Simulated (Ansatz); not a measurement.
`FC(F)=NP` + `C[SiH2]O` → `C[SiH2]OP` + `N=C(F)F`  (ligand exchange at a P–N bond)

Program: Ansatz. Geometries: PBE0-D4/def2-TZVP. ΔE: electronic, gas phase. CCSD(T)/CBS adds triple-zeta CCSD(T) − MP2 to the extrapolated MP2 energy (def2 sets, frozen cores). This one scheme is used for every species. DFT in def2-TZVPP. B3LYP here is the variant with VWN-RPA as its local correlation; programs differ in this. Each species was taken in one conformer, which may not be the lowest.

```json
{"level": "PBE-D4", "ΔE (kJ/mol)": "-7.6", "difference from CCSD(T)/CBS": "8.1"}
{"level": "r2SCAN-D4", "ΔE (kJ/mol)": "-11.1", "difference from CCSD(T)/CBS": "4.6"}
{"level": "PBE0-D4", "ΔE (kJ/mol)": "-10.8", "difference from CCSD(T)/CBS": "4.9"}
{"level": "B3LYP-D4", "ΔE (kJ/mol)": "-15.0", "difference from CCSD(T)/CBS": "0.7"}
{"level": "ωB97X-V", "ΔE (kJ/mol)": "-15.7", "difference from CCSD(T)/CBS": "0.0"}
{"level": "ωB97M-V", "ΔE (kJ/mol)": "-15.4", "difference from CCSD(T)/CBS": "0.3"}
{"level": "B2PLYP", "ΔE (kJ/mol)": "-13.5", "difference from CCSD(T)/CBS": "2.2"}
{"level": "PBE", "ΔE (kJ/mol)": "-5.9", "difference from CCSD(T)/CBS": "9.8"}
{"level": "r2SCAN", "ΔE (kJ/mol)": "-10.6", "difference from CCSD(T)/CBS": "5.1"}
{"level": "PBE0", "ΔE (kJ/mol)": "-9.1", "difference from CCSD(T)/CBS": "6.6"}
{"level": "B3LYP", "ΔE (kJ/mol)": "-12.3", "difference from CCSD(T)/CBS": "3.4"}
{"level": "HF/def2-TZVPP", "ΔE (kJ/mol)": "-24.5", "difference from CCSD(T)/CBS": "-8.8"}
{"level": "MP2/def2-TZVPP", "ΔE (kJ/mol)": "-12.2", "difference from CCSD(T)/CBS": "3.5"}
{"level": "SCS-MP2/def2-TZVPP", "ΔE (kJ/mol)": "-15.9", "difference from CCSD(T)/CBS": "-0.2"}
{"level": "CCSD/def2-TZVPP", "ΔE (kJ/mol)": "-17.6", "difference from CCSD(T)/CBS": "-1.9"}
{"level": "CCSD(T)/def2-TZVPP", "ΔE (kJ/mol)": "-15.9", "difference from CCSD(T)/CBS": "-0.2"}
{"level": "HF/def2-QZVPP", "ΔE (kJ/mol)": "-25.8", "difference from CCSD(T)/CBS": "-10.1"}
{"level": "MP2/def2-QZVPP", "ΔE (kJ/mol)": "-12.5", "difference from CCSD(T)/CBS": "3.2"}
{"level": "SCS-MP2/def2-QZVPP", "ΔE (kJ/mol)": "-16.1", "difference from CCSD(T)/CBS": "-0.4"}
{"level": "HF/CBS(def2)", "ΔE (kJ/mol)": "-26.0", "difference from CCSD(T)/CBS": "-10.3"}
{"level": "MP2/CBS(def2)", "ΔE (kJ/mol)": "-12.0", "difference from CCSD(T)/CBS": "3.7"}
{"level": "CCSD/CBS(def2)", "ΔE (kJ/mol)": "-17.4", "difference from CCSD(T)/CBS": "-1.7"}
{"level": "CCSD(T)/CBS", "ΔE (kJ/mol)": "-15.7", "difference from CCSD(T)/CBS": "0"}
```

Largest T1 diagnostic among the species: 0.014.

From PBE to PBE0 (25 % exact exchange), in def2-TZVPP and without D4, ΔE moves by −3.2 kJ/mol. In def2-TZVPP, CCSD(T) changes the Hartree–Fock value by +8.6 kJ/mol (the triples alone add +1.7 kJ/mol) and MP2 by +12.2 kJ/mol.
